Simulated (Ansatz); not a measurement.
Steps of a relaxation of C₃H₉BO₂, SMILES `CC(C)B(O)O` with RKS PBE0-D4/def2-TZVP.

```sh
$ ansatz run in.yaml --threads 4 --pin off --events-out ev --progress --plain --max-ram 11315MiB
```

```yaml
crystal:
  periodic: [false, false, false]
  atoms:
    - {symbol: C, position_ang: [-0.803481, -1.254861, 0.669974]}
    - {symbol: C, position_ang: [-0.118173, -0.385486, -0.404446]}
    - {symbol: C, position_ang: [1.341127, -0.804746, -0.627140]}
    - {symbol: B, position_ang: [-0.289312, 1.150553, -0.037567]}
    - {symbol: O, position_ang: [0.827850, 1.888662, 0.287922]}
    - {symbol: O, position_ang: [-1.567512, 1.667702, -0.044554]}
    - {symbol: H, position_ang: [-0.764395, -2.333307, 0.404064]}
    - {symbol: H, position_ang: [-0.300096, -1.145070, 1.654621]}
    - {symbol: H, position_ang: [-1.867855, -0.976964, 0.804521]}
    - {symbol: H, position_ang: [-0.685189, -0.534682, -1.353875]}
    - {symbol: H, position_ang: [1.822636, -0.214906, -1.433040]}
    - {symbol: H, position_ang: [1.948988, -0.653287, 0.289082]}
    - {symbol: H, position_ang: [1.415629, -1.878157, -0.902606]}
    - {symbol: H, position_ang: [0.643880, 2.817342, 0.516155]}
    - {symbol: H, position_ang: [-1.625797, 2.606506, 0.206189]}
basis:
  gaussian: {orbitals: def2-TZVP}
hamiltonian: {xc: pbe0, dispersion: d4}
relax: {f_tol: 0.005, max_steps: 150}
```

Positions (Å) and forces (eV/Å) along the path, 7 of 7 steps:

```xyz
15
step=1 energy=-8025.5015 eV
C    -0.803   -1.255    0.670   -0.088   -0.199    0.215
C    -0.118   -0.385   -0.404   -0.148   -0.015   -0.212
C     1.341   -0.805   -0.627    0.248   -0.094   -0.017
B    -0.289    1.151   -0.038    0.057   -0.069    0.020
O     0.828    1.889    0.288   -0.536    0.494    0.063
O    -1.568    1.668   -0.045    0.365    0.580    0.187
H    -0.764   -2.333    0.404    0.000    0.542    0.097
H    -0.300   -1.145    1.655   -0.224   -0.041   -0.471
H    -1.868   -0.977    0.805    0.510   -0.116   -0.080
H    -0.685   -0.535   -1.354    0.291    0.034    0.439
H     1.823   -0.215   -1.433   -0.251   -0.271    0.377
H     1.949   -0.653    0.289   -0.325   -0.065   -0.421
H     1.416   -1.878   -0.903   -0.066    0.505    0.128
H     0.644    2.817    0.516    0.170   -0.635   -0.151
H    -1.626    2.607    0.206   -0.003   -0.651   -0.174
15
step=2 energy=-8025.5488 eV
C    -0.794   -1.251    0.666   -0.051   -0.053    0.068
C    -0.119   -0.381   -0.403   -0.039   -0.018   -0.060
C     1.330   -0.804   -0.621    0.090   -0.006   -0.014
B    -0.288    1.148   -0.036    0.032   -0.067   -0.043
O     0.822    1.887    0.287   -0.233    0.128    0.016
O    -1.560    1.667   -0.047    0.172    0.174    0.074
H    -0.749   -2.315    0.393   -0.001    0.160    0.029
H    -0.292   -1.144    1.638   -0.065   -0.010   -0.140
H    -1.848   -0.980    0.801    0.140   -0.040   -0.014
H    -0.677   -0.535   -1.343    0.081    0.025    0.145
H     1.809   -0.221   -1.417   -0.061   -0.081    0.109
H     1.926   -0.658    0.290   -0.088   -0.021   -0.124
H     1.396   -1.866   -0.895   -0.020    0.148    0.038
H     0.643    2.807    0.511    0.081   -0.165   -0.034
H    -1.621    2.595    0.203   -0.038   -0.174   -0.050
15
step=3 energy=-8025.5534 eV
C    -0.794   -1.247    0.666    0.012    0.006    0.001
C    -0.119   -0.381   -0.404    0.001    0.033   -0.024
C     1.329   -0.802   -0.621   -0.012   -0.012    0.007
B    -0.286    1.145   -0.044   -0.003   -0.054    0.058
O     0.819    1.883    0.286   -0.048    0.006   -0.021
O    -1.556    1.663   -0.048    0.046    0.019   -0.010
H    -0.749   -2.305    0.394    0.001   -0.014   -0.004
H    -0.291   -1.139    1.632    0.006    0.001    0.013
H    -1.842   -0.976    0.802   -0.006    0.006   -0.004
H    -0.674   -0.536   -1.339   -0.006   -0.009   -0.015
H     1.808   -0.222   -1.412    0.000    0.008   -0.007
H     1.920   -0.658    0.287    0.005    0.002    0.011
H     1.392   -1.860   -0.893    0.005   -0.015   -0.005
H     0.644    2.798    0.515    0.031    0.015    0.005
H    -1.623    2.586    0.207   -0.034    0.007   -0.004
15
step=4 energy=-8025.5536 eV
C    -0.792   -1.248    0.666    0.002   -0.006   -0.006
C    -0.119   -0.380   -0.402    0.003    0.002    0.029
C     1.328   -0.803   -0.620   -0.008    0.005    0.000
B    -0.288    1.144   -0.034    0.012    0.003   -0.071
O     0.818    1.883    0.287   -0.023   -0.008    0.014
O    -1.556    1.665   -0.049    0.020   -0.006    0.018
H    -0.748   -2.306    0.391   -0.002   -0.017    0.000
H    -0.289   -1.142    1.632    0.007    0.001    0.013
H    -1.841   -0.978    0.804   -0.015    0.003    0.002
H    -0.675   -0.534   -1.337   -0.008    0.004   -0.009
H     1.807   -0.220   -1.409    0.007    0.008   -0.010
H     1.918   -0.661    0.288    0.008    0.001    0.012
H     1.390   -1.859   -0.896    0.000   -0.013   -0.004
H     0.647    2.801    0.510    0.019    0.014    0.008
H    -1.625    2.589    0.199   -0.022    0.010    0.002
15
step=5 energy=-8025.5539 eV
C    -0.792   -1.248    0.666   -0.003    0.002    0.000
C    -0.119   -0.380   -0.403    0.003   -0.003    0.006
C     1.328   -0.803   -0.620   -0.001    0.003   -0.003
B    -0.287    1.145   -0.038    0.003   -0.006   -0.012
O     0.818    1.883    0.288   -0.021    0.000    0.001
O    -1.556    1.665   -0.050    0.019    0.003    0.005
H    -0.748   -2.306    0.393    0.000   -0.003   -0.001
H    -0.288   -1.141    1.632    0.002    0.000    0.003
H    -1.841   -0.977    0.803   -0.005    0.000    0.002
H    -0.675   -0.534   -1.338   -0.003   -0.001   -0.003
H     1.808   -0.221   -1.410    0.004    0.002   -0.003
H     1.919   -0.661    0.288    0.002    0.000    0.003
H     1.390   -1.860   -0.896    0.000   -0.003   -0.001
H     0.648    2.801    0.513    0.015    0.004    0.003
H    -1.627    2.588    0.201   -0.016    0.001   -0.001
15
step=6 energy=-8025.5539 eV
C    -0.792   -1.248    0.666    0.001    0.001    0.001
C    -0.119   -0.380   -0.403    0.000   -0.001   -0.003
C     1.328   -0.803   -0.621    0.000   -0.001    0.000
B    -0.287    1.145   -0.039   -0.002   -0.001    0.005
O     0.818    1.883    0.288   -0.009    0.001   -0.001
O    -1.556    1.665   -0.051    0.009    0.003   -0.001
H    -0.748   -2.306    0.393    0.000    0.000    0.000
H    -0.288   -1.141    1.632    0.000    0.000    0.000
H    -1.841   -0.977    0.804    0.000    0.000    0.000
H    -0.675   -0.535   -1.338   -0.001   -0.001    0.000
H     1.808   -0.221   -1.411    0.000    0.000    0.000
H     1.919   -0.661    0.288    0.000    0.000    0.000
H     1.390   -1.860   -0.896    0.000    0.000    0.000
H     0.651    2.800    0.515    0.007    0.000    0.001
H    -1.630    2.588    0.200   -0.007   -0.001   -0.001
15
step=7 energy=-8025.5540 eV
C    -0.792   -1.247    0.667   -0.001    0.002    0.000
C    -0.119   -0.380   -0.403    0.001   -0.003   -0.001
C     1.328   -0.803   -0.621    0.000    0.001   -0.001
B    -0.287    1.145   -0.039   -0.001    0.003    0.005
O     0.818    1.882    0.290    0.000   -0.001    0.000
O    -1.556    1.665   -0.052    0.001    0.000   -0.002
H    -0.748   -2.306    0.394    0.000    0.001    0.000
H    -0.287   -1.140    1.632    0.000    0.000   -0.001
H    -1.841   -0.977    0.805    0.000    0.000    0.000
H    -0.675   -0.535   -1.338    0.000   -0.001    0.001
H     1.808   -0.220   -1.410    0.000    0.000    0.000
H     1.919   -0.662    0.288   -0.001    0.000   -0.001
H     1.390   -1.860   -0.897    0.000    0.001    0.000
H     0.653    2.800    0.516    0.000   -0.001    0.000
H    -1.632    2.587    0.199    0.000   -0.001    0.000
```

Hardware: 4 threads of an Arm Neoverse V2 on a shared host. Wall time 32 s, peak host memory 0.7 GiB.
